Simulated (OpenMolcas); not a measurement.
**Pb: thermal populations, worked from levels**

- Program: OpenMolcas 26.06
- Basis: ANO-RCC-VQZP [9s8p6d4f3g]
- Scalar Hamiltonian: DKH2, point nucleus
- Active space: 4 electrons in 9 orbitals (RAS2 6s 6p; RAS3 6d, at most 2 electrons)
- State averaging: 2S+1 = 3 even, 3 roots; 2S+1 = 1 even, 6 roots; 2S+1 = 5 odd, 1 root; 2S+1 = 3 odd, 5 roots; 2S+1 = 1 odd, 5 roots
- Spin-orbit coupling: RASSI with atomic mean-field integrals over the reference wave functions, term energies averaged over their components

Methods: RASSCF; SS-RASPT2, IPEA 0.25 Eh, imaginary shift 0.1 Eh (closed shells correlated: 5d). Measured levels: NIST Handbook of Basic Atomic Spectroscopic Data.

**Thermal populations.** Z = Σ (2J + 1) exp(-E/kT) with k = 0.695035 cm-1/K, over the levels below. No other level of either list lies under 34900 cm-1, which is above 7 kT at each temperature.

```json
{"Level": "6s2 6p2 3P0", "2J + 1": "1", "SS-RASPT2": "0.0", "measured": "0.0"}
{"Level": "6s2 6p2 3P1", "2J + 1": "3", "SS-RASPT2": "6890", "measured": "7819"}
{"Level": "6s2 6p2 3P2 [60 %]", "2J + 1": "5", "SS-RASPT2": "9720", "measured": "10650"}
{"Level": "6s2 6p2 1D2 [60 %]", "2J + 1": "5", "SS-RASPT2": "19130", "measured": "21458"}
{"Level": "6s2 6p2 1S0", "2J + 1": "1", "SS-RASPT2": "27530", "measured": "29467"}
```

| T (K) | Z, SS-RASPT2 | Z, measured levels | Ground level (%), SS-RASPT2 | Ground level (%), measured levels |
| --- | --- | --- | --- | --- |
| 3000 | 1.158 | 1.101 | 86.4 | 90.8 |
| 5000 | 1.739 | 1.560 | 57.5 | 64.1 |

At 5000 K, kT = 3475 cm-1, and the computed levels give Z = 1.000 + 0.413 + 0.305 + 0.020 + 0.000 = 1.739.

CASPT2 does not keep the components of a term degenerate, so their means are used; among the terms shown or strongly mixed into the levels shown the widest spread is 18 cm-1 (6s2 6p2 1D, SS-RASPT2). The run also gave levels led by 6s2 6p 6d, which use shells meant for correlation; these and all levels above them are left out. Spin-orbit splittings of 6p shells tend to come out small when the coupling is added on scalar orbitals. Computed and measured levels are paired by configuration, term and J; levels that our copy of the source lacks, or whose pairing is in doubt (as where it misses far off the trend of its configuration), stay unpaired and out of the deviations. Where the source uses jj or jK labels, the order within each J decides. Levels of configurations outside the active space are missing.

A share in square brackets marks a mixed level and gives the weight of the term that names it, the lowest over the columns.
